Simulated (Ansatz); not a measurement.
Li2Cl2⁻, that is (LiCl)2 ring with one electron more. Charge -1, multiplicity 2. Geometry PBE0-D4/def2-TZVP, that of the neutral singlet; atoms count from 1.

```xyz
4

Li    1.276   -0.042   -0.074
Cl    0.099   -0.119    1.768
Li   -1.276    0.042    0.074
Cl   -0.099    0.119   -1.768
```

The highest occupied level of the charge -1 doublet lies above zero (up to 0.88 eV). Energy differences disagree on whether the electron is bound (positive means bound): 0.08 eV (vertical, to the charge 0 singlet, at PBE0-D4/def2-TZVPD), but -0.16 eV at CCSD/def2-TZVPD.

(1) Estimate the Mulliken populations from the PBE0/def2-TZVPD orbitals of Ansatz.

(2) Where does the spin sit?

(3) And the Mayer bond orders between bonded heavy atoms (over 0.3)?

Results:

(1) 
| atom | charge (e) | spin (α − β) |
| --- | --- | --- |
| Li1 | 0.26 | 0.66 |
| Cl2 | -0.76 | -0.16 |
| Li3 | 0.26 | 0.66 |
| Cl4 | -0.76 | -0.16 |
Mulliken values and Mayer orders depend strongly on the basis. With diffuse functions, as here, like atoms can get unlike values, and bond orders can come out too low or too high.

(2) Summed by element: Li 1.32, Cl -0.32, of 1 unpaired in all. Largest on single atoms: Li3 0.66, Li1 0.66, Cl2 -0.16.

(3) Li1–Li3 0.89 (2.56 Å).
